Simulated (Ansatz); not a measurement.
Born–Oppenheimer molecular dynamics of F3H3W (7 atoms, charge 0, multiplicity 1). It starts at the highest image of a converged band, a first-order saddle point between two minima.

All numbers below come from RHF/def2-SVP (Ansatz).

| Property | Result |
| --- | --- |
| ensemble | NVE (velocity Verlet) |
| time step | 0.5 fs |
| steps asked | 200 |
| starting velocities drawn for | 300 K |
| seed | 6973 |

First frame:

```xyz
7
Properties=species:S:1:pos:R:3
W -0.320 0.395 -0.017
H 0.971 -0.799 0.884
F 1.635 0.145 0.766
F 0.300 2.145 -0.065
F -2.064 -0.169 -0.006
H 0.083 -1.238 0.788
H 0.205 -0.349 -1.411
```

(1) How far do the bonds stretch over the last three quarters of this one trajectory? (Pairs bonded in most of those frames.)

Results:

(1) 
```csv
bond,mean (Å),spread (Å),shortest,longest
W1–F4,1.853,0.020,1.83,1.89
W1–F5,1.838,0.013,1.82,1.87
W1–H6,1.692,0.036,1.64,1.78
W1–H7,1.690,0.059,1.60,1.78
H2–F3,0.919,0.056,0.83,1.01
```

Mean temperature of the second half: 1218 K. The conserved energy stayed within 0.88 meV per atom of its start (net change -0.5 meV per atom), so the integration is sound. The kinetic energy rose, since the run started high on the potential surface and went downhill. It ends in pieces (F2H2W + FH), so much of that is their flight and rotation, not heat. A run of 0.1 ps of so small a system gives no equilibrium averages. The orbitals stay closed-shell, which can raise the energy where a bond breaks towards radicals; this wasn't checked here.

Time of the run: 2.7 min on 2 threads of Arm Neoverse V2, on a shared host, peak memory 0.17 GiB.
